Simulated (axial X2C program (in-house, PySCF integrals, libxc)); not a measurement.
# Potential curves of LiCd⁻, with spin–orbit coupling

Computed with an in-house all-electron X2C program for linear molecules (integrals from PySCF). Two-component (2c) means X2C with spin–orbit coupling and atomic mean-field two-electron Coulomb and Gaunt terms. Basis: Cd dyall-acv3z [13s13p9d5f3g], Li dyall-av3z [9s9p3d] (cores contracted in-house); Gaussian nuclei, density fitting, unrestricted open shells. Masses: Cd 113.903 u, Li 7.016 u.

State: Ω = 0 (closed shell). Energies in cm⁻¹ from the fragments at the same level (Cd + Li-). Fits are polynomials in 1 − R0/R over 0.85 to 1.23 times the lowest point R0.

| R (Å) | MP2 | PBE0 |
| --- | --- | --- |
| 2.9667 | -1099 | -1806 |
| 3.1031 | -1301 | -2015 |
| 3.2054 | -1389 | -2102 |
| 3.3077 | -1436 | -2145 |
| 3.4100 | -1454 | -2156 |
| 3.5293 | -1448 | -2136 |
| 3.6487 | -1422 | -2095 |
| 3.8022 | -1368 | -2018 |
| 3.9897 | -1287 | -1902 |
| 4.2625 | -1154 | -1715 |

Correlated methods: 14 electrons correlated (number of frozen shells: Cd 4 s, 3 p, 1 d; Li 1 s), 284 virtual spin orbitals or spinors in MP2.

The state is a single determinant with fixed occupations, the lowest that a limited PBE0 search found. Dissociation energies refer to the lowest single-determinant-based atoms at the same level and basis. Other states lie close and PBE0, whose exact exchange favours high spin, may order them wrongly; the determinant shown need not be the ground state. The nearest other 2c determinant of the search, Ω = 1, lies 0.37 eV up at the distance of the search. The highest occupied level of some functionals is positive through self-interaction error; at Hartree–Fock it is bound. MP2 and coupled cluster on one determinant become unreliable at the stretched end.

Problem. What are Re, ωe and De at the MP2 level?

Solution. At MP2, 2c: Re = 3.439 Å, ωe ≈ 97.8 cm⁻¹, De = 0.18 eV to Cd + Li-; Be follows as 0.216 cm⁻¹.

Problem. What are Re, ωe and De at the PBE0 level?

Solution. At PBE0, 2c: Re = 3.397 Å, ωe ≈ 112 cm⁻¹, De = 0.27 eV to Cd + Li-; Be follows as 0.221 cm⁻¹.
